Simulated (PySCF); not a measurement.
CHI2, SMILES I[CH]I (connectivity only; charge and spin as stated), charge +1, multiplicity 1. Atoms are numbered in the order given.

```xyz
4

I      0.0000    -1.8072     0.0641
C      0.0000     0.0000    -0.8128
I      0.0000     1.8072     0.0641
H      0.0000     0.0000    -1.9206
```
Charge +1, spin multiplicity 1.

Coordinates come from a PBE-D3(BJ)/def2-SVP optimisation. The spin state was assumed, not searched. The isomer is the one that the SMILES or the coordinates give; other isomers of the formula were not compared. The def2 effective core potentials stand for the cores of I; spin–orbit coupling is left out.

These are PBE/def2-TZVPD (PySCF) values and carry that method's errors.

Gas-phase values at a fixed geometry.

The total energy is -633.72552 hartree, the point group comes out as C2v and the highest occupied level is -12.14 eV. The lowest empty level comes out as -10.20 eV and the orbital gap is 1.94 eV. The dipole moment about the centre of nuclear charge is 0.87 D and the mean static polarisability is 78.4 bohr³ (11.62 Å³). The polarisability, principal values is 50.0, 58.1, 127.1 bohr³.
